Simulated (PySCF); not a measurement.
SMILES CO[SiH2]S, singlet at its B3LYP/def2-SVP optimised geometry (Å):

```
10

Si     0.3992     0.1857     0.0000
S     -0.2188    -0.7872    -1.8323
O     -0.0503    -0.6285     1.3759
C     -1.3639    -0.9561     1.7686
H      1.8793     0.1857     0.0000
H     -0.1726     1.5642     0.0000
H     -1.4267    -0.1794    -1.8891
H     -1.8793    -1.5642     1.0025
H     -1.3167    -1.5436     2.6987
H     -1.9737    -0.0534     1.9641
```

Level of theory: PySCF with B3LYP/def2-TZVP.

Map of the electrostatic potential (hartree/e), clipped to [-0.08, 0.12] on the plane z = 0.8 Å:

```
|::::::::::...................|
|:::::::::::..................|
|:::::::::::..................|
|:::::::::::..................|
|:::::::::::::::..:::::.......|
|:::::::::::::::::::::::......|
|:::::::::::::::::::::::......|
|::::::::::::-==----::::......|
|:::::::::::-=+++===-:::......|
|::::::::::--+#%%%#*=-:::.....|
|:::::------=*@@@@@@*=-::.....|
|::::-----==*@@@@@@@@+-::.....|
|::::----=+*%@@@@@@@@*=-::....|
|:::----=++#@@@@@@@@@%*=::....|
|:::---==+#%@@@@@@@@@#+=::....|
|::::--=+#@@@@@@@@@@@+=-:.....|
|:::---=*@@@@@@@@@@@#=::......|
|:::--=*@@@@@@@@@@@*=-:.......|
|:::-=*@@@@@@@@@@*=-::........|
|:::-=%@@@@@#+=-:.............|
|:::-=@@@@@%+-.     ..........|
|:::-=#@@@@+-:.      .........|
|:::--=*%#+-:..      .........|
|::::--==--:...     ..........|
|:::::::::::...    ...........|
|::::::::::...................|
|:::::::::....................|
|::::::::.....................|
|:::::::......................|
```
Scale: ten equal steps from -0.027 (start of ' ') to 0.120 (end of '@'), in the order ' .:-=+*#%@'; x runs from -4.00 to 4.00, y from -4.00 (bottom) to 4.00 (top).
